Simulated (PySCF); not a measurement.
O3Os, SMILES [O]=[Os](=[O])=[O], multiplicity 1. Atoms are numbered in the order given.

```xyz
4

Os     0.0000     0.0000     0.0000
O      1.6832     0.0000     0.0000
O     -0.8416     1.4577     0.0000
O     -0.8416    -1.4577     0.0000
```

Geometry optimised at PBE0-D3(BJ)/def2-TZVP. The spin state was assumed, not searched. The def2 effective core potentials stand for the cores of Os; spin–orbit coupling is left out.

Calculation: PySCF with r2SCAN/def2-TZVPD.

Symmetry labels are those of the subgroup C2v that the program uses (full group D3h).

Computed valence orbital energies around the gap with their symmetry:
```json
[
 {"orbital": "HOMO−7", "symmetry": "A1", "energy (eV)": "-12.31"},
 {"orbital": "HOMO−6", "symmetry": "A2", "energy (eV)": "-12.30"},
 {"orbital": "HOMO−5", "symmetry": "B2", "energy (eV)": "-12.30"},
 {"orbital": "HOMO−4", "symmetry": "B2", "energy (eV)": "-10.03"},
 {"orbital": "HOMO−3", "symmetry": "A1", "energy (eV)": "-9.62"},
 {"orbital": "HOMO−2", "symmetry": "B1", "energy (eV)": "-9.62"},
 {"orbital": "HOMO−1", "symmetry": "B1", "energy (eV)": "-9.48"},
 {"orbital": "HOMO", "symmetry": "A1", "energy (eV)": "-7.89"},
 {"orbital": "LUMO", "symmetry": "A2", "energy (eV)": "-5.31"},
 {"orbital": "LUMO+1", "symmetry": "B2", "energy (eV)": "-5.31"},
 {"orbital": "LUMO+2", "symmetry": "A1", "energy (eV)": "-1.85"},
 {"orbital": "LUMO+3", "symmetry": "B1", "energy (eV)": "-1.85"}
]
```
